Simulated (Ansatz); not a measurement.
Consider the formal loss of a carbene: `CC(C)[Te]B(O)O` → `[CH2]` (triplet) + `CC[Te]B(O)O`.

Calculated with Ansatz (gas phase, PBE0-D4/def2-TZVP geometries, no zero-point term in ΔE). CBS: MP2 limit from def2 TZ/QZ plus the TZ coupled-cluster correction, frozen cores. This one scheme is used for every species. Functionals use def2-TZVPP. Triplets are unrestricted, without spin–orbit coupling. Elements past krypton have def2 core potentials. For Te outer-core shells are correlated without core-valence functions, which leaves a few kJ/mol of doubt a bond. Each species was taken in one conformer, which may not be the lowest.

| level | ΔE (kcal/mol) |
| --- | --- |
| ωB97X-V | 107.6 |
| MP2/def2-TZVPP | 107.1 |

(1) What does CCSD(T)/CBS give? (Best estimate.)

Largest T1 diagnostic among the species: 0.012.

## Answers

(1) Ansatz gave: +106.1 kcal/mol. The listed levels differ from it by 1.5, 1.0 kcal/mol.

From PBE to PBE0 (25 % exact exchange), in def2-TZVPP and without D4, ΔE moves by −1.7 kcal/mol. In def2-TZVPP, CCSD(T) changes the Hartree–Fock value by +34.0 kcal/mol (the triples alone add +3.0 kcal/mol) and MP2 by +38.0 kcal/mol. The D4 term adds +3.2 kcal/mol with B3LYP and +1.7 kcal/mol with PBE0; it sums over pairs of atoms, weighted by their polarisabilities, and B3LYP, whose exchange is more repulsive, gets the larger term.

B3LYP here is the variant with VWN-RPA as its local correlation; programs differ in this.
